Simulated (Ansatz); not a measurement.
Two isomers of AlH8NSi2: A = `[AlH2][NH][SiH2][SiH3]`, B = `N[SiH]([AlH2])[SiH3]`.

Isolated molecules relaxed with PBE0-D4/def2-TZVP in Ansatz; ΔE leaves out vibrations. CCSD(T)/CBS adds triple-zeta CCSD(T) − MP2 to the extrapolated MP2 energy (def2 sets, frozen cores). Functionals use def2-TZVPP. B3LYP here is the variant with VWN-RPA as its local correlation; programs differ in this. Each species was taken in one conformer, which may not be the lowest.

(1) Which is lower in electronic energy at CCSD(T)/CBS, and by how much? (An estimate is asked.)

(2) Give E(B) − E(A) in kJ/mol with ωB97M-V, HF/def2-TZVPP, CCSD/def2-TZVPP, B3LYP-D4, CCSD(T)/def2-TZVPP, MP2/def2-TZVPP, PBE0-D4. (An estimate is asked.)

Largest T1 diagnostic: 0.013.

Answers

(1) Computed: A, by 115.5 kJ/mol.

(2) Computed: ωB97M-V 119.4, HF/def2-TZVPP 126.3, CCSD/def2-TZVPP 118.4, B3LYP-D4 114.8, CCSD(T)/def2-TZVPP 117.3, MP2/def2-TZVPP 125.7, PBE0-D4 99.6. None reverses the order clearly.

From PBE to PBE0 (25 % exact exchange), in def2-TZVPP and without D4, E(B) − E(A) moves by +4.7 kJ/mol.
